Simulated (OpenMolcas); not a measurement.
# 4d ions of charge +2 along the row

| Quantity | Value |
| --- | --- |
| Program | OpenMolcas |
| Method | CASSCF |
| Basis | ANO-R3 |
| Scalar Hamiltonian | X2C, finite nucleus |
| Spin-orbit coupling | RASSI with atomic mean-field integrals over the reference wave functions, term energies averaged over their components |

Active space: the 4d shell.

B and C come from two terms' centres of gravity (d2, d8: 3P = 15B, 1G = 12B + 2C; d3, d7: 4P = 15B, 2G = 4B + 3C; d4, d6: 3G = 9B + 4C, 3H = 4B + 4C; d5: 4D = 17B + 5C, 4G = 10B + 5C, above the ground term), where all their levels are at least 80 % pure. ζ = ±2S·A comes from the whole width of the ground multiplet by E(J) = (A/2) J(J+1), where its levels are at least 85 % pure. Energies in cm-1.

| Ion | Configuration | Lowest level | Weight (%) | B | B measured | C | C measured | ζ | ζ measured |
| --- | --- | --- | --- | --- | --- | --- | --- | --- | --- |
| Zr2+ | 4d² | ³F₂ | 100 | 664 | 514 | 2511 | 2006 | 420 | 425 |
| Nb2+ | 4d³ | ⁴F_3/2 | 100 | 708 | 531 | 2820 | 2096 | 557 | 554 |
| Mo2+ | 4d⁴ | ⁵D₀ | 99 |  |  |  |  | 720 | 749 |
| Tc2+ | 4d⁵ | ⁶S_5/2 | 100 |  |  |  |  |  |  |
| Ru2+ | 4d⁶ | ⁵D₄ | 99 |  |  |  |  | 1025 | 990 |
| Rh2+ | 4d⁷ | ⁴F_9/2 | 98 | 884 |  | 3648 |  | 1252 | 1235 |
| Pd2+ | 4d⁸ | ³F₄ | 99 |  |  |  |  | 1384 | 1339 |

Measured columns use the levels in Moore, Atomic Energy Levels, vol. II, NSRDS-NBS 35 (1971 reprint of NBS Circular 467, 1952); NIST levels as listed in Rynkun, Gaigalas and Jonsson, Astron. Astrophys. 637, A10 (2020) (Zr2+); the list in Shadmi, J. Res. Natl. Bur. Stand. 70A, 435 (1966) (Nb2+, Rh2+); Sugar and Musgrove, J. Phys. Chem. Ref. Data 17, 155 (1988) (Mo2+); Moore, Atomic Energy Levels, vol. III, NSRDS-NBS 35 (1971 reprint of NBS Circular 467, 1958) (Ru2+, Pd2+).

The computed B goes from 664 (Zr2+) to 884 cm-1 (Rh2+), a factor of 1.33, rising at every step. It departs from the measured column by +29 to +33 %. The Trees term is left out, which lowers the B read from the levels of every ion, most for d4 to d6. The pair of terms that fixes B changes along the row, so steps between ions also reflect that choice.

The computed ζ goes from 420 (Zr2+) to 1384 cm-1 (Pd2+), a factor of 3.30, rising at every step. It departs from the measured column by -4 to +3 %.

Levels of configurations with an s electron are missing; early in the row they begin among the upper levels of the d shell and mix with terms of their name. Without dynamic correlation excited terms often stand tens of per cent too high (terms of higher spin than the ground term too low), and those without a measured partner can miss by more than the paired ones. Some levels mix across a computed gap that differs much from the measured one, so their mixing is not that of the real levels (holds for Zr2+; Mo2+). Measured partners are found by configuration, term and J. A level has none where our copy of the source lacks it or the pairing is in doubt (some pairs that miss far off the trend of their configuration count as doubtful), and it then counts in no deviation. Levels of configurations outside the active space are missing.
